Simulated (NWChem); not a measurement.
Species: C₂H₆F₂Si; SMILES FC(F)C[SiH3]

```xyz
11

F      0.3859    -1.3034    -1.0917
C     -0.3957    -1.1229     0.0000
F      0.3859    -1.3034     1.0917
C     -0.9831     0.2638     0.0000
Si     0.2824     1.6826     0.0000
H     -1.1588    -1.9225     0.0000
H     -1.6310     0.3729     0.8847
H     -1.6310     0.3729    -0.8847
H      1.1410     1.6358    -1.2185
H     -0.4875     2.9639     0.0000
H      1.1410     1.6358     1.2185
```
Atoms are numbered in this order, from 1.

Computed with NWChem. Medium grid unless said otherwise, to which SCAN and Minnesota functionals are sensitive. Structure relaxed at the PBE0/def2-SVP level. Hybrids' shares of exact exchange are those that their runs print; pure functionals count as 0. The functionals differ in more than this share.

```
row               share of exact exchange  highest occupied level (eV)
----------------  -----------------------  ---------------------------
PBE/def2-TZVP                        0.00                        -7.73
r2SCAN/def2-TZVP                     0.00                        -8.06
TPSSh/def2-TZVP                      0.10                        -8.45
B3LYP/def2-TZVP                      0.20                     withheld
PBE0/def2-TZVP                       0.25                        -9.20
```

Task: Fit a straight line of the last column on the one before it, predict the withheld value, and compare with the run.

Result: 
1. Means of the 4 shown rows: x = 0.087, y = -8.360. Slope Σ(x − x̄)(y − ȳ)/Σ(x − x̄)² = -0.2190/0.04188 = -5.230; intercept -7.902.
2. The shown rows scatter about the line by 0.118 (root mean square); the largest residual is +0.17, at PBE/def2-TZVP.
3. At x = 0.20 (B3LYP/def2-TZVP; inside the shown range) the line gives -8.95.
4. The run gives -8.99, -0.04 from the line, 0.3 times the scatter.
